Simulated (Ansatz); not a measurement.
Stepwise reaction of `FB(F)O[SiH3]` with hydrogen, as a gas-phase model of exchange steps in deposition or etching. ΔE in kJ/mol; ΔG adds harmonic PBE0-D4 terms to CCSD(T)/CBS, at 1 bar.

Calculated with Ansatz (gas phase, PBE0-D4/def2-TZVP geometries, no zero-point term in ΔE). CBS: MP2 limit from def2 TZ/QZ plus the TZ coupled-cluster correction, frozen cores. This one scheme is used for every species. DFT in def2-TZVPP. B3LYP here is the variant with VWN-RPA as its local correlation; programs differ in this. One conformer a species, not always the lowest.

```tsv
step	reaction	PBE-D4	B3LYP-D4	ωB97M-V	CCSD(T)/CBS	ΔG(500 K)
1	`FB(F)O[SiH3]` + H₂ → `FBO[SiH3]` + H–F	116.6	122.1	122.1	115.2	118.2
2	`FBO[SiH3]` + H₂ → `BO[SiH3]` + H–F	139.5	142.2	142.0	134.6	135.8
```

**Question.** By hand: ΔE of the 2 steps together at CCSD(T)/CBS.

**Answer.** (115.2) + (134.6) = 249.8 kJ/mol, or 124.9 kJ/mol a step.

In ΔE each step is higher than the one before. All are uphill at CCSD(T)/CBS. ΔG lies between 118.2 and 135.8 kJ/mol a step. PBE-D4 differs from CCSD(T)/CBS by 1.4 to 4.9 kJ/mol a step. Isolated molecules leave out the surface, adducts and barriers. Largest T1 diagnostic: 0.013.
